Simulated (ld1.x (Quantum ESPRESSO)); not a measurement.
# Which change was made? (Rh, RRKJ)

Rh, norm-conserving RRKJ (Kleinman–Bylander form), made with ld1.x (Quantum ESPRESSO) 7.5 (PBE, scalar-relativistic). Core [Ar] 3d10, reference 4s2 4p6 4d8 5s0.5 5p0.5. Waves: 4s (bound): rc 1.60 bohr; 4p (bound): rc 1.75 bohr; 4d (bound): rc 1.60 bohr. Local part: the d channel. Core correction: none.

Occupied shells without a wave of their own: 5p, 5s. They enter only through the test configuration that unscreens the potential.

Cutoffs, loose and tight: the cutoffs (Ry, on a coarse ladder) from which the occupation-weighted sum of valence levels, in a spherical-Bessel basis at the reference potential, stays within 10 and 1 mRy of its value at 400 Ry. They do not see the model core or the augmentation charge, which bear on the density cutoff. Test errors are all-electron minus pseudo excitation energies from the reference, over the configurations 4s2 4p6 4d8 5s1 5p0; 4s2 4p6 4d8 5s0 5p0; 4s2 4p6 4d7 5s0 5p0; 4s2 4p6 4d5 5s0 5p0; 4s2 4p6 4d7 5s1 5p1; 4s2 4p5 4d8 5s1 5p0; 4s1 4p6 4d8 5s1 5p0; variants that change the core or the reference have their own tests.

The base gives: outcome: generated, misses its reference levels by 0.51 eV; cutoff, loose: 60 Ry; cutoff, tight: 70 Ry; bound ghosts: none; largest test error (meV): -1029.

Task: After one change the result is: outcome: generated; cutoff, loose: 50 Ry; cutoff, tight: 60 Ry; bound ghosts: none; largest test error (meV): -415. Which change was it?
A. functional LDA (PZ)
B. reference 4s2 4p6 4d7 5s2 5p0
C. type TM semilocal; local potential the s channel
D. core [Kr], valence charge 9; reference 4d8 5s0.5 5p0.5; waves now 5p (bound): rc 3.50 bohr; 4d (bound): rc 1.60 bohr; 5s (bound): rc 2.55 bohr; local potential the s channel

Result: D. The others give: type TM semilocal; local potential the s channel → outcome: generated, misses its reference levels by 1.52 eV; cutoff, loose: 60 Ry; cutoff, tight: 90 Ry; bound ghosts: none; largest test error (meV): -2881 | reference 4s2 4p6 4d7 5s2 5p0 → outcome: generated, misses its reference levels by 0.61 eV; cutoff, loose: 60 Ry; cutoff, tight: 80 Ry; bound ghosts: none; largest test error (meV): -3939 | functional LDA (PZ) → outcome: generated, misses its reference levels by 0.53 eV; cutoff, loose: 60 Ry; cutoff, tight: 80 Ry; bound ghosts: none; largest test error (meV): -1029.
